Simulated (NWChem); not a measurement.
Molecule: AgPH$_{4}$O; SMILES [PH3]->[Ag][OH]

```xyz
7

Ag    -0.0007    -0.3428     0.0075
O     -0.0806    -2.3283    -0.0190
H      0.8367    -2.6641    -0.0351
P     -0.0119     1.9598    -0.0069
H     -0.7679     2.6705    -0.9926
H      1.2346     2.6309    -0.2041
H     -0.4479     2.7056     1.1347
```
Atoms are numbered in this order, from 1.

Computed with NWChem. The geometry was optimised at PBE-D3(BJ)/def2-SVP. def2 effective core potentials on Ag; no spin-orbit coupling. Ions are spin-unrestricted doublets at the neutral geometry; other ion states weren't tried. Functional: LC-ωPBE (HJS hole) with def2-SVP; the question gives the range parameter ω in 1/bohr.

Question: What does the run give for range parameter (1/bohr) 0.35? Quantities: vertical ionisation energy, ΔSCF (eV); −ε(HOMO) (eV).

Answer: 
```json
{
  "vertical ionisation energy, ΔSCF (eV)": "8.35",
  "−ε(HOMO) (eV)": "8.31"
}
```
